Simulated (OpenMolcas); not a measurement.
**Ionisation energies of lanthanum**

```json
{
 "Program": "OpenMolcas",
 "Basis": "ANO-RCC [11s10p8d5f3g2h]",
 "Scalar Hamiltonian": "DKH2, point nucleus",
 "Spin-orbit coupling": "state interaction with AMFI integrals over the reference wave functions, term energies averaged over their components"
}
```

Active shells in each charge state: the valence d, s shells, with orbitals averaged over the low states. Where CASPT2's correlated closed shells are named, they are those of the first ion.

A. CASSCF
B. SS-CASPT2, IPEA 0.25 Eh, imaginary shift 0.1 Eh (closed shells correlated: 5s 5p)
C. MS-CASPT2, IPEA 0.25 Eh, imaginary shift 0.1 Eh (closed shells correlated: 5s 5p)
D. MS-CASPT2, IPEA 0 Eh, imaginary shift 0.1 Eh (closed shells correlated: 5s 5p)
E. SS-CASPT2, IPEA 0.25 Eh, imaginary shift 0.1 Eh (closed shells correlated: 4d 5s 5p)
F. SS-CASPT2, IPEA 0 Eh, imaginary shift 0.1 Eh (closed shells correlated: 5s 5p)

Energies in eV between the lowest computed levels, named as in B; reference values from the NIST Atomic Spectra Database with their kind.

```json
{"From": "La 5d 6s² ²D_3/2", "To": "La+ 5d² ³F₂", "A": "4.666", "B": "5.380", "C": "5.448", "D": "5.612", "E": "5.457", "F": "5.511", "Spin-orbit share in B": "-0.091", "Reference": "5.577 (measured)"}
{"From": "La+ 5d² ³F₂", "To": "La2+ 5d ²D_3/2", "A": "10.393", "B": "11.186", "C": "11.184", "D": "11.313", "E": "11.175", "F": "11.315", "Spin-orbit share in B": "+0.042", "Reference": "11.185 (measured)"}
```

Other lowest levels: A, La 5d² 6s ⁴F_3/2 to 5d² ³F₂.

Error against the reference values, in %:

```
From  Reference      A     B     C     D     E     F
  La   measured  -16.3  -3.5  -2.3  +0.6  -2.2  -1.2
 La+   measured   -7.1     0     0  +1.1  -0.1  +1.2
```

Mean absolute error over the 2 measured values: A 0.85 eV, B 0.10 eV, C 0.06 eV, D 0.08 eV, E 0.07 eV, F 0.10 eV.

The lowest level within the active space need not be the ion's true ground level.
